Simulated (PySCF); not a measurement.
## Löwdin shares of the frontier orbitals

Compound: C2H8OP2Si.
Atom-mapped SMILES: `[OH:1][CH2:2]/[P:3]=[P:4]\[CH2:5][SiH3:6]` (hydrogens: H7 on O1; H8, H9 on C2; H10, H11 on C5; H12, H13, H14 on Si6)

Structure used (GFN2-xTB), in Å, numbered top down from 1:
```
atom  x, y, z in Å
O1     1.3788   -1.0604    0.2530
C2     2.1140    0.0160   -0.2695
P3     1.6504    1.6957    0.4780
P4    -0.3100    2.0367    0.0426
C5    -0.9809    0.6070   -0.9116
Si6   -1.9763   -0.5727    0.2217
H7     1.5828   -1.1481    1.1905
H8     1.9389    0.0284   -1.3493
H9     3.1902   -0.1220   -0.1057
H10   -0.2070    0.0536   -1.4377
H11   -1.6654    1.0266   -1.6509
H12   -2.4462   -1.6684   -0.6280
H13   -1.1612   -1.0752    1.3248
H14   -3.1086    0.1822    0.7652
```

Computed, not measured: TDDFT CAM-B3LYP/def2-SVPD, vertical, gas phase, core orbitals frozen in the response (PySCF 2.14.0, density-fitted response routines).

Frontier orbitals with the atoms that hold most of them (Löwdin shares over 4%, at most four atoms; ? is withheld):

```json
{"orbital": "LUMO+2", "ε (eV)": "1.29", "atoms": "Si6 28%, O1 18%, H13 10%, H7 9%"}
{"orbital": "LUMO+1", "ε (eV)": "0.69", "atoms": "P3 15%, P4 13%, C2 12%, Si6 12%"}
{"orbital": "LUMO", "ε (eV)": "-1.51", "atoms": "?"}
{"orbital": "HOMO", "ε (eV)": "-8.18", "atoms": "?"}
{"orbital": "HOMO-1", "ε (eV)": "-8.46", "atoms": "P3 36%, P4 16%, O1 15%, C2 15%"}
{"orbital": "HOMO-2", "ε (eV)": "-8.72", "atoms": "P4 47%, P3 34%, C5 8%, C2 5%"}
{"orbital": "HOMO-3", "ε (eV)": "-10.32", "atoms": "O1 38%, P4 17%, C5 10%, C2 9%"}
```

Task: Give the leading atoms of the LUMO.

Result: P4 (bonded to C and P) 39%; P3 (bonded to C and P) 37%; C5 (bonded to P, Si and 2 H) 7%; C2 (bonded to O, P and 2 H) 6%. By element: phosphorus 76%, carbon 13%.

Task: Give the leading atoms of the HOMO.

Result: P3 (bonded to C and P) 41%; P4 (bonded to C and P) 35%; C5 (bonded to P, Si and 2 H) 7%; O1 (bonded to C and H) 5%. By element: phosphorus 76%, carbon 7% or more, oxygen 5%.

Task: The HOMO–LUMO gap is 6.67 eV. Where does the response calculation put the lowest singlet, and from which orbitals?

Result: S1 is at 3.44 eV (f = 0.0006), 3.22 eV below the gap, made of HOMO-2→LUMO (78%), HOMO-1→LUMO (20%). Its leading pair isn't HOMO and LUMO; the energies of that pair differ by 7.21 eV. Without the coupling terms of the response equations the lowest excitation would equal the gap.

Task: One configuration dominates each of S1, S2, S3, S5, S6 and S7. Which, and how do the shares of the two leading atoms of either orbital change from the occupied to the empty one?

Result: 
- S1 (3.44 eV, f 0.0006), HOMO-2→LUMO (78%): P4 47% → 39%, P3 34% → 37%
- S2 (3.51 eV, f 0.0048), HOMO-1→LUMO (76%): P3 36% → 37%, P4 16% → 39%
- S3 (4.14 eV, f 0.166), HOMO→LUMO (92%): P3 41% → 37%, P4 35% → 39%
- S5 (5.68 eV, f 0.0056), HOMO→LUMO+1 (74%): P3 41% → 15%, P4 35% → 13%
- S6 (6.20 eV, f 0.074), HOMO-1→LUMO+1 (83%): P3 36% → 15%, P4 16% → 13%
- S7 (6.27 eV, f 0.0096), HOMO-2→LUMO+1 (76%): P4 47% → 13%, P3 34% → 15%

One conformer stands for the species.
